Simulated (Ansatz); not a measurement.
The cluster Al2Ni⁻. The state is a doublet with charge -1. Geometry r2SCAN-D4/def2-TZVPD.

```
atom   x (Å)   y (Å)   z (Å)
 Ni1   0.667  -0.601   0.822
 Al2  -0.663   1.152   0.478
 Al3  -0.004  -0.551  -1.301
```

At PBE-D4/def2-SVPD, PBE-D4/def2-TZVPD, revPBE-D4/def2-TZVPD, PBE0-D4/def2-SVPD the highest occupied level of the charge -1 doublet lies above zero (up to 0.94 eV). By energy differences its removal costs 1.35 eV (vertical, to the charge 0 singlet, at r2SCAN-D4/def2-TZVPD). At PBE0-D4/def2-SVPD, BHLYP-D4/def2-TZVPD the charge -1 doublet is spin-contaminated (final ⟨S²⟩ up to 1.66, 0.75 for a pure state). The order of the spin states hangs on the level: the quartet lies 0.10 eV below the doublet at PBE0-D4/def2-TZVPD, but 0.73 eV above it at PBE-D4/def2-TZVPD. The doublet is doubtful at PBE0-D4/def2-TZVPD (⟨S²⟩ 1.25, where a pure state has 0.75). The structure comes from a short search, and lower isomers may exist.

(1) Estimate the α-spin orbital energies around the gap (eV) in Ansatz with PBE-D4/def2-SVPD, PBE-D4/def2-TZVPD, revPBE-D4/def2-TZVPD, PBE0-D4/def2-SVPD, BHLYP-D4/def2-TZVPD.

Results:

(1) 
```
orbital  PBE-D4/def2-SVPD  PBE-D4/def2-TZVPD  revPBE-D4/def2-TZVPD  PBE0-D4/def2-SVPD  BHLYP-D4/def2-TZVPD
 HOMO−9            -60.62             -60.62                -60.62             -66.40               -71.29
 HOMO−8             -4.97              -4.99                 -4.93              -6.31                -7.97
 HOMO−7             -2.24              -2.29                 -2.23              -4.59                -7.32
 HOMO−6             -0.83              -0.87                 -0.82              -4.16                -6.11
 HOMO−5             -0.65              -0.71                 -0.67              -3.31                -5.94
 HOMO−4             -0.37              -0.42                 -0.37              -2.96                -5.44
 HOMO−3             -0.31              -0.32                 -0.27              -2.87                -5.40
 HOMO−2              0.18               0.03                  0.08              -1.97                -3.19
 HOMO−1              0.37               0.29                  0.33              -0.87                -1.31
   HOMO              0.92               0.91                  0.94               0.11                -0.43
   LUMO              1.24               1.22                  1.26               1.88                 2.45
 LUMO+1              2.22               2.24                  2.29               2.74                 3.19
 LUMO+2              2.39               2.37                  2.41               2.87                 3.32
 LUMO+3              2.83               2.71                  2.74               3.52                 3.89
 LUMO+4              3.60               3.19                  3.18               4.11                 4.13
 LUMO+5              3.79               3.66                  3.68               4.26                 4.50
 β HOMO              0.58               0.45                  0.50              -0.34                -1.01
 β LUMO              1.32               1.30                  1.34               1.99                 2.56
```
